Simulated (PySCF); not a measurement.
B(H)(F)(Me) (CH4BF), SMILES CBF.

Coordinates come from a PBE0-D3(BJ)/def2-TZVP optimisation.

Level of theory: TDA-PBE0/def2-SVPD (PySCF).

Vertical excitations. 

| state | energy (eV) | λ (nm) | f | main pairs |
|---|---|---|---|---|
| S1 | 6.50 | 191 | 0.002 | HOMO→LUMO 99 % |
| S2 | 8.52 | 146 | 0.006 | HOMO→LUMO+1 99 % |
| S3 | 8.92 | 139 | 0.022 | HOMO−1→LUMO 97 % |
| S4 | 9.43 | 131 | 0.096 | HOMO→LUMO+2 96 % |
| S5 | 9.71 | 128 | 0.201 | HOMO−2→LUMO 93 % |
| S6 | 9.94 | 125 | 0.017 | HOMO−3→LUMO 88 % |
| S7 | 10.09 | 123 | 0.121 | HOMO→LUMO+3 94 % |
| S8 | 10.42 | 119 | 0.106 | HOMO−1→LUMO+1 93 % |
| S9 | 10.47 | 118 | 0.025 | HOMO→LUMO+4 91 % |
| S10 | 10.64 | 117 | 0.026 | HOMO→LUMO+5 97 % |
| T1 | 5.83 | 213 | 0 | HOMO→LUMO 98 % |
| T2 | 8.08 | 154 | 0 | HOMO−1→LUMO 75 %, HOMO−3→LUMO 21 % |
| T3 | 8.27 | 150 | 0 | HOMO→LUMO+1 98 % |
| T4 | 8.73 | 142 | 0 | HOMO−2→LUMO 97 % |
Triplets are in the Tamm–Dancoff approximation.
